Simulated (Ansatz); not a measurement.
Basis sets compared for the cluster Ge2Sb. The state is a doublet with charge 0. Geometry PBE0-D4/def2-TZVP. Ansatz on 4 threads of Arm Neoverse V1 on a shared host; times are rough, and most runs start from earlier orbitals.

Cartesian coordinates in Å:
```
Sb -0.921 0.166 -1.124
Ge 1.446 0.254 -0.199
Ge -0.525 -0.420 1.323
```

In the def2 sets Sb takes a core potential; there is no spin–orbit coupling. The structure comes from a short search, and lower isomers may exist.

Binding counts from free atoms (Sb quartet, Ge triplet) in the same basis, without a counterpoise term.

| level | functions | energy (Eh) | HOMO (eV) | LUMO (eV) | binding per atom (eV) | wall time |
| --- | --- | --- | --- | --- | --- | --- |
| PBE-D4/def2-SVP | 90 | -4393.1329 | -5.19 | -4.61 | 2.26 | 1.4 s |
| PBE-D4/def2-TZVP (with forces) | 146 | -4393.6631 | -5.19 | -4.58 | 2.29 | 3.1 s |
| r2SCAN-D4/def2-TZVP | 146 | -4394.3543 | -5.47 | -4.39 | 2.15 | 8.5 s |
| PBE0-D4/def2-SVP | 90 | -4393.2381 | -6.09 | -3.90 | 2.08 | 2.5 s |
| PBE0-D4/def2-TZVP | 146 | -4393.7672 | -6.07 | -3.84 | 2.12 | 5.5 s |

Task: Estimate the rows for PBE-D4/def2-TZVPD, r2SCAN-D4/def2-TZVPD, PBE0-D4/def2-TZVPD.

Result: 
```tsv
level	functions	energy (Eh)	HOMO (eV)	LUMO (eV)	binding per atom (eV)	wall time
PBE-D4/def2-TZVPD	164	-4393.6644	-5.22	-4.61	2.29	3.5 s
r2SCAN-D4/def2-TZVPD	164	-4394.3555	-5.48	-4.40	2.16	11 s
PBE0-D4/def2-TZVPD	164	-4393.7683	-6.08	-3.86	2.13	7 s
```
